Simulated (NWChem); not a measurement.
Species: AlH2O2Br; SMILES [OH][Al]([OH])[Br]

```xyz
6

Al     0.9173     0.7247     0.0930
Br    -0.8499    -0.6921    -0.1097
O      0.9469     2.2116    -0.7299
H      0.2106     2.4734    -1.2960
O      2.2493     0.3300     1.0719
H      2.2726    -0.5049     1.5553
```
Atoms are numbered in this order, from 1.

Level: B3LYP/6-31G* (spherical d) (NWChem), optimised geometry, unscaled harmonic frequencies. This build's default masses of Se (78.918 u) and Br (79.917 u) are each other's, which moves their modes by up to 0.6 %. B3LYP is NWChem's, with the RPA form of VWN correlation.

Q: List the harmonic frequencies with IR intensities, and the thermochemistry.

A: 
| frequency (cm⁻¹) | IR intensity (km/mol) |
|---|---|
| 157 | 26.9 |
| 202 | 0.2 |
| 240 | 32.3 |
| 289 | 0.0 |
| 339 | 270.0 |
| 380 | 25.0 |
| 648 | 152.4 |
| 703 | 334.3 |
| 796 | 108.1 |
| 964 | 88.9 |
| 3843 | 105.7 |
| 3844 | 55.2 |

```json
{
 "zero_point_energy": "17.7 kcal/mol",
 "thermal correction to the enthalpy at 298.15 K (with zero-point energy)": "22.1 kcal/mol",
 "heat capacity Cv": "19.1 cal/(mol K)",
 "entropy at 298.15 K and 1 atm (symmetry number 2)": "77.9 cal/(mol K)",
 "dipole_moment": "0.83 D"
}
```

Rigid rotor and harmonic oscillator.
